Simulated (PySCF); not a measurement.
**Property card for `COC1=CCC(C)=C1`**

C7H10O.
Cartesian coordinates in Å at the GFN2-xTB level; atoms count from 1:
```xyz
18
C7H10O angstrom
C      3.1451    0.5068    0.2582
O      1.9218    1.1857    0.1222
C      0.8072    0.4122    0.1081
C      0.6600   -0.9214    0.2014
C     -0.7979   -1.2529    0.1302
C     -1.4482    0.0915   -0.0174
C     -2.9222    0.2607   -0.1277
C     -0.4990    1.0375   -0.0272
H      3.9205    1.2708    0.2519
H      3.3078   -0.1878   -0.5726
H      3.1865   -0.0501    1.2001
H      1.4200   -1.6717    0.3078
H     -1.0263   -1.9033   -0.7173
H     -1.1433   -1.7668    1.0303
H     -3.4216   -0.1428    0.7533
H     -3.1807    1.3120   -0.2239
H     -3.3052   -0.2734   -0.9973
H     -0.6333    2.0992   -0.1183
```

Among its groups: C=C double bond and ether.

**GFN2-xTB geometry**

```
Point group of the GFN2-xTB geometry                  : Cs
Rotational constants A, B, C of the GFN2-xTB geometry : 6.064, 1.222, 1.037 GHz
```

From CAM-B3LYP/def2-SVPD ground state and vertical TDDFT (core frozen in the response) (PySCF):

```
Dipole moment                                                     : 1.10 D
HOMO energy                                                       : -7.08 eV
LUMO energy                                                       : 0.97 eV
HOMO–LUMO gap                                                     : 8.05 eV
Lowest singlet excitation                                         : 5.04 eV (246 nm, f = 0.079)
Strongest line among the 8 lowest singlet transitions             : S8 at 7.39 eV (168 nm, f = 0.178)
Lowest triplet excitation (Tamm–Dancoff)                          : 3.21 eV
Static isotropic polarisability                                   : 85.3 au
Electronic spatial extent ⟨r²⟩ about the centre of nuclear charge : 1157 bohr²
```

Monoisotopic mass (most abundant isotopes): 110.0732 u.

No computed singlet falls in the visible range (750 to 380 nm, 1.65 to 3.26 eV); S1 lies 1.78 eV above its blue end. The vertical singlet–triplet gap S1 − T1 is 1.83 eV (TDDFT singlet less Tamm–Dancoff triplet; S1: HOMO→LUMO, weight 0.98; T1: HOMO→LUMO, weight 0.90). The largest Löwdin shares of the HOMO are 0.32 on C4, 0.17 on C3, 0.15 on C6 and 0.10 on C8. The principal polarisabilities are 61.1, 84.6 and 110.1 au; their mean is the isotropic value. The polarisability is 12.64 Å³ as a volume (1 au = 0.148185 Å³), or 1.42 au for each of the 60 electrons. The 8 singlets span 5.04 to 7.39 eV, and their oscillator strengths add up to 0.41. The rotational constants make it an asymmetric top with κ = (2B − A − C)/(A − C) = -0.93, nearer the prolate limit (−1).

The structure is a single GFN2-xTB conformer in the gas phase; no vibrational or solvent corrections.

For the TDDFT job (CAM-B3LYP/def2-SVPD), time: 41 s wall; peak memory 1.1 GiB. Hardware: AMD EPYC 9R45, one thread, no GPU, on a shared host.
